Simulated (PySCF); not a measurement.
# Calculated NMR parameters of O=C/C(=C/C(F)(F)F)[SiH2]O

| Item | Value |
| --- | --- |
| Formula | C4H5F3O2Si |
| SMILES | O=C/C(=C/C(F)(F)F)[SiH2]O |
| InChI | InChI=1S/C4H5F3O2Si/c5-4(6,7)1-3(2-8)10-9/h1-2,9H,10H2/b3-1- |
| Point group of the computed structure | C1 |
| Degrees of unsaturation | 2 |
| Carbon signals | 4 |
| Proton signals | 4 |

Molfile (atoms numbered from 1):
```
C4H5F3O2Si
     RDKit          3D

 15 14  0  0  0  0  0  0  0  0999 V2000
   -1.0846    2.7045    1.2275 O   0  0  0  0  0  0  0  0  0  0  0  0
   -0.2332    2.1948    0.5532 C   0  0  0  0  0  0  0  0  0  0  0  0
   -0.1252    0.7552    0.2586 C   0  0  0  0  0  0  0  0  0  0  0  0
   -1.2320    0.1212   -0.1193 C   0  0  0  0  0  0  0  0  0  0  0  0
   -1.2727   -1.3296   -0.4661 C   0  0  0  0  0  0  0  0  0  0  0  0
   -0.5652   -2.1042    0.3796 F   0  0  0  0  0  0  0  0  0  0  0  0
   -0.7529   -1.5856   -1.6907 F   0  0  0  0  0  0  0  0  0  0  0  0
   -2.5162   -1.8151   -0.4796 F   0  0  0  0  0  0  0  0  0  0  0  0
    1.6142   -0.0350    0.4419 Si  0  0  0  0  0  4  0  0  0  0  0  0
    2.0221   -0.8871   -0.8625 O   0  0  0  0  0  0  0  0  0  0  0  0
    0.5843    2.7905    0.1027 H   0  0  0  0  0  0  0  0  0  0  0  0
   -2.1830    0.6252   -0.2358 H   0  0  0  0  0  0  0  0  0  0  0  0
    2.5900    1.0404    0.3879 H   0  0  0  0  0  0  0  0  0  0  0  0
    1.5759   -0.8065    1.6784 H   0  0  0  0  0  0  0  0  0  0  0  0
    1.5741   -1.6607   -1.1977 H   0  0  0  0  0  0  0  0  0  0  0  0
  1  2  2  0
  2  3  1  0
  3  4  2  0
  4  5  1  0
  5  6  1  0
  5  7  1  0
  5  8  1  0
  3  9  1  0
  9 10  1  0
  2 11  1  0
  4 12  1  0
  9 13  1  0
  9 14  1  0
 10 15  1  0
M  END
```

In vacuum, no relativistic terms, averaged over atoms made equivalent by symmetry, fast rotation or ring inversion, one computed conformer. GIAO PBE0/pcSseg-1 shieldings; structure optimised with GFN2-xTB; PySCF 2.14.0 with density-fitted response routines.

Chemical shifts δ = σref − σ; TMS for 1H and 13C and 29Si; 19F against CFCl3; 17O against H2O, all at this level.

```tsv
carbon	δC, type	δH (multiplicity)	HMBC from (2–3 bonds)	span of the C tensor (ppm)
C2	199.7, CH	10.35 (s)	H12, H13/H14	198
C3	168.2, C	–	H11, H12, H13/H14	229
C4	142.2, CH	6.76 (m)	H11, H13/H14	194
C5	133.4, C	–	H12	16
```

Other nuclei:
```
   atoms  nucleus                           environment  δ (ppm)  σ (ppm)
 H13/H14       1H  hydrogen on a silicon bonded to C, O     5.30    26.42
     H15       1H    hydrogen on an oxygen bonded to Si     2.27    29.45
F6/F7/F8      19F               fluorine of a CF3 group    -72.4    243.4
     Si9     29Si           silicon bonded to C, O, 2 H    -39.8    389.0
      O1      17O                       aldehyde oxygen    723.5   -387.4
     O10      17O                oxygen bonded to Si, H     21.9    314.2
```

1. Carbon types of the structure: 2 × C, 2 × CH, leaving 3 H on heteroatoms.
2. δC 199.7: aldehyde carbonyl carbon; low-lying n→π* states of the double bond to the heteroatom give a large paramagnetic term (-259 ppm).
3. δC 168.2: α carbon of a C=C–C=O unit.
4. δC 142.2: β carbon of a C=C–C=O unit; conjugation with the carbonyl draws π density from the β position.
5. δC 133.4: CF3 carbon; 3 electronegative neighbours deshield it.
6. δH 10.35: hydrogen on an aldehyde carbonyl carbon; deshielded by the polar, anisotropic C=O bond.

OH/NH shifts are gas-phase values; hydrogen bonding in solution moves them, usually downfield. Splittings by 19F in the carbon and heteronuclear signals aren't shown, as no couplings were computed. Shifts are as computed. Against solution values, carbons near 30 ppm lie about +3 ppm off and those near 130 ppm about +5 ppm. Of 1211 compounds with measured shifts, 218 miss one by over three times the rms of a fit or turn the order of signals round; such compounds aren't used in these exercises. Unscaled 19F shifts against computed CFCl3 carry errors that often reach 10 to 50 ppm. Unscaled 17O shifts of doubly bonded oxygen tend to come out too high, by tens of ppm or more. Experimental scales use liquid or dissolved standards, which lie at an offset from isolated H2O (liquid H2O: subtract about 36 ppm). No couplings were computed; multiplicities are counted from neighbouring protons, with m where these are inequivalent, close in shift, in a saturated or five-membered ring or joined by F or P, and br s for small geminal =CH2 splittings.
